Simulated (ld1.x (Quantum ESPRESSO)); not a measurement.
# u(r) = r·R(r): atom against pseudo-atom (P (Z = 15))

Columns: radius, all-electron u(r) and pseudo u(r) of the 3s shell (level -13.97 eV) of phosphorus in the configuration [Ne] 3s2 3p3; PBE, scalar-relativistic, TM semilocal scheme, ld1.x (Quantum ESPRESSO) 7.5.

```tsv
r (bohr)	all-electron	pseudo
0.080	0.1673	0.0236
0.160	-0.0700	0.0481
0.240	-0.2763	0.0742
0.320	-0.3684	0.1030
0.400	-0.3587	0.1354
0.480	-0.2798	0.1723
0.560	-0.1611	0.2146
0.640	-0.0249	0.2629
0.720	0.1137	0.3174
0.800	0.2454	0.3777
0.880	0.3645	0.4424
0.960	0.4685	0.5090
1.040	0.5564	0.5745
1.120	0.6287	0.6353
1.200	0.6863	0.6880
1.280	0.7301	0.7304
1.360	0.7613	0.7613
1.440	0.7812	0.7812
1.520	0.7912	0.7912
1.600	0.7927	0.7927
1.680	0.7871	0.7871
1.760	0.7755	0.7755
1.840	0.7590	0.7590
1.920	0.7387	0.7387
2.000	0.7153	0.7153
2.080	0.6897	0.6897
```

**Question.** How many radial nodes do the two functions have?

**Answer.** The all-electron 3s function has n − l − 1 = 2; the pseudo-wave has 0, since the states of the same l below it are removed with the core.

**Question.** At about which radius was the pseudo-wave matched?

**Answer.** 1.45 bohr. The columns agree to 0.0005 from 1.28 bohr on; several derivatives are matched, so the curves merge somewhat inside the radius.

**Question.** Where does each function peak?

**Answer.** Outermost all-electron maximum near 1.60 bohr, pseudo maximum near 1.60 bohr (to the table’s step).

**Question.** Is the pseudo-wave norm-conserving?

**Answer.** Yes: the TM semilocal scheme keeps the norm inside the radius equal to the all-electron one, which fixes the energy derivative of the logarithmic derivative at the level.
